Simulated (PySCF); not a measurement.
**LiGa: one state, many levels of theory**

State: ¹Σ⁺ (singlet), closed shell. Set-up: Li jorge-DZP-DKH, Ga jorge-DZP-DKH; spin-free X2C with a Gaussian nucleus (PySCF 2.14). De refers to Li + Ga in their high-spin ground configurations, without counterpoise correction. A positive dipole means Li(−)Ga(+).

```csv
Level,Re (Å),ωe (cm⁻¹),De (eV),μ (D),"CPU s a point (SCF and correlation, without the integrals)"
RHF-MP2,2.833,294,0.80,n/a,0.22
RHF-SCS-MP2,2.853,288,0.84,n/a,n/a
RHF-CCSD,2.844,284,1.03,n/a,n/a
RHF-CCSD(T),2.834,284,1.09,n/a,2.6
LDA,2.786,290,1.33,-1.29,0.7
PBE,2.839,279,1.10,-0.97,1.1
BP86,2.837,278,1.10,-1.17,0.72
r²SCAN,2.823,289,0.96,-1.72,1.5
PBE0,2.841,287,0.98,-1.60,1.9
B2PLYP,2.824,290,1.00,-1.83,1
```

The bond length runs from 2.786 Å (LDA) to 2.853 Å (RHF-SCS-MP2). De spans 0.80 eV (RHF-MP2, perturbation theory) to 1.33 eV (LDA, local density).

Correlated steps freeze 9 core orbitals. Closed-shell solutions of metal pairs were not tested for spin polarisation, which can lower them a little. Correlated levels converge slowly with the basis: in double zeta they bind strong bonds too weakly, by up to about 1 eV, and carry superposition errors of some tenths. Where the molecule has an RHF reference, its open-shell atoms are computed with UHF. B2PLYP dipoles, levels and charges come from its SCF part alone.

The whole job (state search and all levels along the bond) took about 3.1 min on 1 thread of Arm Neoverse N1 (shared host), peak memory 0.77 GiB.
